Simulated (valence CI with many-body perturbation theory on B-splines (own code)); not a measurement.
**Sn44+: electric-dipole lines**

Calculated by configuration interaction combined with many-body perturbation theory (CI+MBPT): four valence electrons over a frozen Dirac-Fock core [He], a basis of 11 s, 11 p, 9 d, 7 f, 5 g, 2 h, 1 i functions for each j, with the one-electron correlation potential Σ1 (screened to all orders), the two-electron term Σ2, the three-electron term Σ3, Breit, model QED; selected single and double excitations, second order for the rest (own B-spline code, finite nucleus).

The last digits are not significant, and no measured levels were compared; by estimate large intervals hold to a few tenths of a per cent, small ones and those within an open d or f shell to about a per cent. Among the levels kept, up to 270 cm⁻¹ of a level comes from second order outside the variational space, and about a tenth of that is noise between levels of different J, which matters for small intervals.

Lines 51 to 100 of 257 in falling wavelength, among levels below 39254 × 10³ cm⁻¹, chosen from the strongest by gf and those to the six lowest levels. Wavelengths and rates use the calculated energies. Electric multipoles are in the length gauge, E1 and E2 with the static RPA response of the core. Weak lines are less certain than strong ones. Lines between different terms over intervals too small for the method are left out, as are lines whose strength nearly cancels. The highest levels of a list are the least certain.

Levels are named by their leading jj configuration (3d3/2^4 stands for four electrons in 3d with j = 3/2), which in mixed levels can hold well under half, so a name can repeat and another be missing. Letters in brackets count levels of one name in rising energy.

```csv
λ vac (Å),Upper,Lower,A (s⁻¹),log gf,Branch %
77.68,(2s 2p1/2 2p3/2^2) J=3,(2s^2 2p3/2^2) J=2,7.37e+09,-1.33,7.5
74.85,(2s 2p1/2^2 2p3/2) J=2,(2s^2 2p1/2 2p3/2) J=1,7.02e+09,-1.53,64.2
60.24,(2s 2p1/2 2p3/2^2) J=1 [a],(2s^2 2p3/2^2) J=2,7.14e+09,-1.93,1.0
59.83,(2s 2p1/2^2 2p3/2) J=1,(2s^2 2p1/2 2p3/2) J=2,1.79e+10,-1.54,3.7
57.42,(2s 2p1/2 2p3/2^2) J=2 [b],(2s^2 2p3/2^2) J=2,1.02e+10,-1.60,1.4
56.38,(2s 2p1/2 2p3/2^2) J=1 [b],(2s^2 2p3/2^2) J=2,3.81e+09,-2.26,0.6
55.87,(2s 2p1/2^2 2p3/2) J=1,(2s^2 2p1/2 2p3/2) J=1,3.71e+09,-2.28,0.8
52.38,(2p1/2^2 2p3/2^2) J=2,(2s 2p1/2 2p3/2^2) J=3,5.92e+10,-0.91,8.3
32.04,(2s 2p1/2 2p3/2^2) J=2 [a],(2s^2 2p1/2 2p3/2) J=1,1.02e+11,-1.10,96.6
30.67,(2s 2p1/2 2p3/2^2) J=3,(2s^2 2p1/2 2p3/2) J=2,9.06e+10,-1.05,92.5
29.64,(2p1/2 2p3/2^3) J=1,(2s 2p1/2 2p3/2^2) J=1 [b],2.64e+11,-0.98,23.2
29.15,(2s 2p3/2^2 3s) J=3,(2s^2 2p1/2 3d5/2) J=2,1.09e+11,-1.01,0.3
28.95,(2s 2p3/2^3) J=2,(2s^2 2p3/2^2) J=2,3.85e+11,-0.62,97.3
28.72,(2s 2p1/2 2p3/2 3p3/2) J=3 [c],(2s^2 2p1/2 3p3/2) J=2,3.57e+11,-0.51,0.8
28.67,(2p1/2 2p3/2^3) J=1,(2s 2p1/2 2p3/2^2) J=1 [a],3.06e+11,-0.95,26.9
28.59,(2p1/2^2 2p3/2^2) J=2,(2s 2p1/2^2 2p3/2) J=1,2.69e+11,-0.78,37.5
28.46,(2s 2p1/2 2p3/2 3p3/2) J=2 [c],(2s^2 2p1/2 3p3/2) J=1,3.77e+11,-0.64,0.9
28.42,(2p3/2^4) J=0,(2s 2p3/2^3) J=1,1.43e+12,-0.76,95.9
28.41,(2s 2p1/2 2p3/2 3d3/2) J=3 [c],(2s^2 2p1/2 3d3/2) J=2,3.09e+11,-0.58,0.9
28.32,(2s 2p1/2 2p3/2 3p1/2) J=1 [b],(2s^2 2p1/2 3p1/2) J=1,4.10e+11,-0.83,2.8
28.31,(2p1/2 2p3/2^3) J=2,(2s 2p1/2 2p3/2^2) J=2 [b],5.93e+11,-0.45,57.7
28.30,(2s 2p1/2 2p3/2 3d3/2) J=2 [d],(2s^2 2p1/2 3d3/2) J=1,3.37e+11,-0.69,0.1
28.29,(2s 2p1/2 2p3/2 3p1/2) J=2 [c],(2s^2 2p1/2 3p1/2) J=1,3.82e+11,-0.64,1.3
28.20,(2s 2p1/2 2p3/2 3s) J=1 [b],(2s^2 2p1/2 3s) J=0,2.68e+11,-1.02,0.6
28.20,(2s 2p1/2 2p3/2 3p1/2) J=1 [c],(2s^2 2p1/2 3p1/2) J=0,4.24e+11,-0.82,1.0
28.12,(2s 2p1/2 2p3/2 3p3/2) J=2 [d],(2s^2 2p1/2 3p3/2) J=2,4.41e+11,-0.58,1.0
28.09,(2s 2p1/2 2p3/2 3s) J=1 [c],(2s^2 2p1/2 3s) J=1,3.55e+11,-0.90,1.0
28.03,(2s 2p1/2 2p3/2 3s) J=2 [c],(2s^2 2p1/2 3s) J=1,3.75e+11,-0.66,1.4
27.99,(2s 2p1/2 2p3/2 3d3/2) J=2 [c],(2s^2 2p1/2 3d3/2) J=2,3.37e+11,-0.70,0.2
27.95,(2s 2p1/2 2p3/2 3d3/2) J=1 [c],(2s^2 2p1/2 3d3/2) J=2,5.38e+11,-0.72,0.7
27.76,(2s 2p1/2 2p3/2 3p3/2) J=1 [d],(2s^2 2p1/2 3p3/2) J=2,3.60e+11,-0.90,7.8
27.73,(2s 2p1/2 2p3/2 3p3/2) J=1 [c],(2s^2 2p1/2 3p3/2) J=1,2.83e+11,-1.01,0.6
27.53,(2s 2p1/2 2p3/2^2) J=1 [a],(2s^2 2p1/2 2p3/2) J=2,1.06e+10,-2.44,1.5
27.43,(2s 2p1/2 2p3/2^2) J=0,(2s^2 2p1/2 2p3/2) J=1,3.98e+11,-1.35,100.0
27.39,(2p1/2^2 2p3/2 3s) J=2,(2s 2p1/2^2 3s) J=1,2.82e+11,-0.80,1.1
27.22,(2s 2p1/2^2 2p3/2) J=1,(2s^2 2p1/2^2) J=0,4.57e+11,-0.82,95.5
26.92,(2s 2p1/2 2p3/2^2) J=2 [b],(2s^2 2p1/2 2p3/2) J=2,6.87e+11,-0.43,93.6
26.69,(2s 2p1/2 2p3/2^2) J=1 [b],(2s^2 2p1/2 2p3/2) J=2,5.99e+11,-0.72,93.8
26.66,(2s 2p1/2 2p3/2^2) J=1 [a],(2s^2 2p1/2 2p3/2) J=1,6.90e+11,-0.66,95.1
26.18,(2p1/2^2 2p3/2^2) J=0,(2s 2p1/2^2 2p3/2) J=1,7.86e+11,-1.09,87.9
26.09,(2s 2p1/2 2p3/2^2) J=2 [b],(2s^2 2p1/2 2p3/2) J=1,3.70e+10,-1.72,5.0
25.87,(2s 2p1/2 2p3/2^2) J=1 [b],(2s^2 2p1/2 2p3/2) J=1,1.93e+10,-2.24,3.0
25.83,(2s 2p3/2^3) J=1,(2s^2 2p3/2^2) J=2,8.04e+11,-0.62,75.7
25.31,(2p1/2^2 2p3/2^2) J=2,(2s 2p1/2^2 2p3/2) J=2,3.31e+11,-0.80,46.2
25.09,(2p1/2 2p3/2^3) J=2,(2s 2p1/2 2p3/2^2) J=3,2.12e+11,-1.00,20.6
18.35,(2p1/2 2p3/2^3) J=1,(2s 2p1/2^2 2p3/2) J=1,3.23e+10,-2.31,2.8
16.77,(2s 2p3/2^3) J=1,(2s^2 2p1/2 2p3/2) J=1,2.76e+10,-2.46,2.6
3.175,(2s^2 2p1/2 3p3/2) J=1,(2s 2p1/2^2 2p3/2) J=1,8.10e+11,-2.44,8.5
3.151,(2s 2p1/2^2 3s) J=1,(2s 2p1/2^2 2p3/2) J=1,3.18e+12,-1.85,12.3
3.139,(2s 2p1/2^2 3s) J=0,(2s 2p1/2^2 2p3/2) J=1,3.27e+13,-1.32,99.7
```

(1) How does gf follow from A for the line at 28.95 Å?

## Answers

(1) gf = 1.4992 × (2J+1)_upper × A / σ², with σ = 3454071 cm⁻¹ and 2J+1 = 5: gf = 0.242.
